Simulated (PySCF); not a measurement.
Job for PySCF: R-B3LYP/3-21G on C3H4O2 (a complex).

```python
from pyscf import gto, scf, dft, mp
from pyscf.data.elements import chemcore

mol = gto.M(
    atom='''
    C     0.57984850    0.20706780   -0.08788146
    C    -0.17331032   -0.55440019    0.45032234
    H     1.24333082    0.87422337   -0.58317410
    H    -0.83124366   -1.21117353    0.97044363
    O    -0.98883106   -0.95809852    3.51586673
    C    -0.29865297   -0.09554567    3.98787041
    O     0.51643671    0.71296691    3.30597955
    H    -0.25017668    0.14123371    5.05891226
    H     0.46323516    0.49106359    2.35391234
    ''',
    basis='3-21g',
    charge=0, spin=0, verbose=3, max_memory=1800)
mf = dft.RKS(mol, xc='b3lyp')
mf.conv_tol = 1e-8
mf.max_cycle = 100
mf.kernel()
if not mf.converged:
    mf = mf.newton().run(mf.mo_coeff, mf.mo_occ)
```

It printed:

```
converged SCF energy = -265.614220777069
```

The calculation finished and met its thresholds.

Cost: roughly 4 core-seconds.
